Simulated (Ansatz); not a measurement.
Cost and result for the atomization energy of `[CH3][Al]([F])[I]` (7 atoms, 6 bonds).

Total charge 0; spin multiplicity 1. Correlated methods include outer-core shells of I, which these sets cover unevenly. I takes the def2 core potential. All single points use the PBE0-D4/def2-TZVP geometry. Program: Ansatz. All runs use 2 threads of a server CPU on a shared host. Times are those of one run each, without the atoms' runs, and a repeat can differ threefold. Electronic energies, without spin–orbit coupling; frozen cores. CCSD(T)/CBS adds CCSD(T) − MP2 in def2-TZVPP to the MP2 limit, and its time is that of the two runs behind it. T1 = 0.010. With those shells the extrapolation isn't a true limit. B3LYP takes the VWN-RPA correlation (the form of Gaussian; ORCA's B3LYP/G). HSE06 is the plane-wave form, built on full-range PBE exchange.

CCSD(T)/CBS is a level of theory with its own doubt, some kJ/mol a heavy atom from the limit and from the frozen cores, so smaller differences don't rank the functionals.

| level | functions | wall time | atomization (kJ/mol) | difference from CCSD(T)/CBS | per bond |
| --- | --- | --- | --- | --- | --- |
| revPBE-D4/def2-TZVPP | 196 | 1.5 s | 2449.6 | -60.5 | -10.1 |
| BLYP-D4/def2-TZVPP | 196 | 1.5 s | 2461.4 | -48.7 | -8.1 |
| PBE0-D4/def2-TZVPP | 196 | 2 s | 2478.9 | -31.2 | -5.2 |
| HSE06-D4/def2-TZVPP | 196 | 2.1 s | 2480.4 | -29.7 | -4.9 |
| B3LYP-D4/def2-TZVPP (with forces) | 196 | 2.8 s | 2471.1 | -39.0 | -6.5 |
| CCSD(T)/def2-SVP | 87 | 2.8 s | 2355.5 | -154.6 | -25.8 |
| r2SCANh-D4/def2-TZVPP | 196 | 3.1 s | 2489.2 | -20.9 | -3.5 |
| B97M-V/def2-TZVPP | 196 | 5.5 s | 2493.3 | -16.8 | -2.8 |
| ωB97X-V/def2-TZVPP | 196 | 5.5 s | 2489.4 | -20.7 | -3.4 |
| ωB97M-V/def2-TZVPP (with forces) | 196 | 7 s | 2486.4 | -23.7 | -3.9 |
| MP2/def2-QZVPP | 356 | 11 s | 2546.8 | 36.7 | 6.1 |
| CCSD(T)/def2-TZVPP | 196 | 34 s | 2437.5 | -72.6 | -12.1 |
| CCSD(T)/CBS(def2) | – | 45 s | 2510.1 | 0.0 | 0.0 |

Leaving LDA and LC-ωPBE aside and taking each functional with its dispersion term where it has one, the values, not all of them listed here, spread over 96.2 kJ/mol, from BHLYP-D4 to PBE-D4. LDA lies +297.7 kJ/mol from PBE without D4, its usual overbinding. From r2SCAN to r2SCAN0 (25 % exact exchange), in def2-TZVPP and without D4, the atomization energy moves by −37.7 kJ/mol: exact exchange takes away binding that semilocal exchange gives to molecules. The D4 term adds +22.0 kJ/mol with B3LYP and +11.6 kJ/mol with PBE0; it sums over pairs of atoms, weighted by their polarisabilities, and B3LYP, whose exchange is more repulsive, gets the larger term.

Spin–orbit coupling would lower the free I atoms strongly, and the atomization energy with them, by more than many differences here.
